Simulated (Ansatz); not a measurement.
`[OH2+][Cu-][F]`. Total charge 0; spin multiplicity 1. All single points use the PBE0-D4/def2-TZVP geometry. It is one conformer, not always the lowest.

```xyz
5

O     0.136    0.815    0.522
Cu   -0.446   -0.758   -0.423
F    -0.978   -2.191   -1.284
H     0.768    0.640    1.227
H     0.520    1.494   -0.042
```

(1) What is the dipole moment at PBE/def2-TZVPP? (Best estimate.)

(2) And with r2SCAN, B3LYP, ωB97M-V? (Best estimate.)

(3) Give the Mulliken charges with PBE, B3LYP, ωB97M-V in def2-TZVPP. (Estimate.)

## Answers

(1) Computed: 7.62 D, with components (3.49, 5.92, 3.30) D in this frame, pointing from negative to positive charge.

(2) The calculation gave: r2SCAN 7.85 D, B3LYP 8.00 D, ωB97M-V 8.16 D.

(3) The calculation gave: 
| atom | PBE | B3LYP | ωB97M-V |
| --- | --- | --- | --- |
| O1 | -0.23 | -0.26 | -0.26 |
| Cu2 | 0.23 | 0.32 | 0.34 |
| F3 | -0.47 | -0.54 | -0.54 |
| H4 | 0.24 | 0.23 | 0.23 |
| H5 | 0.24 | 0.23 | 0.23 |

B3LYP here is the variant with VWN-RPA as its local correlation; programs differ in this.
